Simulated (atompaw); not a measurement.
## Sc: variants of one PAW (atompaw) potential

Base potential:

| Item | Value |
| --- | --- |
| Element | scandium (Sc) |
| Generator | atompaw 4.2.0.5 |
| Type | PAW |
| Functional | PBE |
| Relativity | scalar-relativistic |
| Frozen core | [Ne] |
| Valence charge | 11 |
| Reference configuration | 3s2 3p6 3d1 4s1 4p0 (charge +1) |
| Partial waves | 3s (bound): rc 1.40 bohr; 4s (bound): rc 1.95 bohr; 3p (bound): rc 1.80 bohr; 4p (bound, empty): rc 3.00 bohr; 3d (bound): rc 3.00 bohr; 3d channel at 3.95 Ry: rc 3.00 bohr |
| Local potential | troulliermartins scheme with l = 3 at 0.5 Ry, radius 2.40 bohr |
| Core correction | smooth core density matched at 1.60 bohr |
| Augmentation charge | gaussian compensation charge, radius 2.55 bohr; PAW radius 3.00 bohr; waves and projectors: modrrkj vanderbiltortho |

All-electron outer shells of the reference configuration (PBE, scalar-relativistic, ld1.x):

| shell | level (eV) | outermost node (bohr) | outermost maximum (bohr) |
| --- | --- | --- | --- |
| 2p | -395.28 | – | 0.23 |
| 3s | -62.04 | 0.42 | 0.92 |
| 3p | -40.62 | 0.39 | 0.97 |
| 3d | -9.97 | – | 1.10 |
| 4s | -9.73 | 1.32 | 2.91 |
| 4p | -6.32 | 1.47 | 3.55 |

Cutoffs, loose and tight: the cutoffs (Ry, on a coarse ladder) from which the occupation-weighted sum of valence levels, in a spherical-Bessel basis at the reference potential, stays within 10 and 1 mRy of its value at 400 Ry. They see the waves, projectors and local potential, not the compensation charge or the core. A dash means not determined.

A true bound ghost makes a file unfit for plane-wave use even where its test errors are small: the radial tests pick states by their node count and pass the ghost by.

```tsv
change	outcome	cutoff, loose	cutoff, tight	bound ghosts
base	generated	21 Ry	40 Ry	none
wave 4s (bound): rc 1.95 bohr becomes 4s (bound): rc 1.70 bohr	generated	21 Ry	40 Ry	none
local potential bessel scheme, radius 2.40 bohr	generated	25 Ry	40 Ry	none
core [Ar], valence charge 3; reference 3d1 4s2 4p0; waves now 4s (bound): rc 3.00 bohr; 4s channel at 4.2 Ry: rc 2.95 bohr; 4p (bound): rc 3.00 bohr; 4p channel at 2.45 Ry: rc 3.00 bohr; 3d (bound): rc 3.00 bohr; 3d channel at 1.85 Ry: rc 1.80 bohr; local potential troulliermartins scheme with l = 3 at 0.5 Ry, radius 2.95 bohr; core correction smooth core density matched at 2.55 bohr; augmentation gaussian compensation charge, radius 2.70 bohr; PAW radius 3.00 bohr; waves and projectors: modrrkj vanderbiltortho	generated	8 Ry	10 Ry	s
wave 3d channel at 3.95 Ry: rc 3.00 bohr becomes 3d channel at -0.14 Ry: rc 3.00 bohr	generated	21 Ry	40 Ry	none
augmentation sinc compensation charge, radius 2.55 bohr; PAW radius 3.00 bohr; waves and projectors: modrrkj vanderbiltortho	generated	21 Ry	40 Ry	none
augmentation gaussian compensation charge, radius 2.72 bohr; PAW radius 3.00 bohr; waves and projectors: modrrkj vanderbiltortho	generated	21 Ry	40 Ry	none
all radii scaled by about 0.83 (s 1.16, p 1.50, d 2.50 bohr); local potential troulliermartins scheme with l = 3 at 0.5 Ry, radius 2.00 bohr; augmentation gaussian compensation charge, radius 2.12 bohr; PAW radius 2.50 bohr; waves and projectors: modrrkj vanderbiltortho; core correction smooth core density matched at 1.34 bohr	generated	35 Ry	60 Ry	d, p
wave 4s (bound): rc 1.95 bohr becomes 4s (bound): rc 1.52 bohr	generated	21 Ry	40 Ry	none
functional LDA (PW92)	generated	21 Ry	40 Ry	none
reference 3s2 3p6 3d1 4s2 4p0	generated	21 Ry	40 Ry	none
```

What comes out with this change to the base: augmentation gaussian compensation charge, radius 2.55 bohr; PAW radius 3.00 bohr; waves and projectors: custom rrkj gramschmidtortho?

outcome: failed: atompaw: The overlap operator has at least one negative eigenvalue!. Cause: the overlap operator built from these waves and projectors is not positive definite.

What comes out with this change to the base: local potential troulliermartins scheme with l = 3 at 0.5 Ry, radius 2.58 bohr?

outcome: generated; cutoff, loose: 21 Ry; cutoff, tight: 40 Ry; bound ghosts: p.
